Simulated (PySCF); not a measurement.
H₇N₃OSi, SMILES N[Si](N)(N)O. Geometry: PBE-D3(BJ)/def2-SVP. Other conformers were not sampled.

Computed equilibrium geometry at PBE-D3(BJ)/def2-SVP (PySCF confirms it by a frequency run) as Cartesian coordinates in Å (one conformer of several):
```xyz
12

N     -1.1088     1.2326    -0.4922
Si    -0.0137    -0.0103     0.0025
N      1.5583     0.5998     0.4648
N      0.0581    -1.0878    -1.3583
O     -0.6019    -0.7742     1.3873
H     -1.4886     1.9037     0.1762
H     -1.0427     1.6256    -1.4319
H      1.9875     1.3055    -0.1396
H      2.2739    -0.0623     0.7792
H     -0.8149    -1.5480    -1.6328
H      0.8242    -1.7656    -1.3804
H     -0.2867    -0.3329     2.1956
```
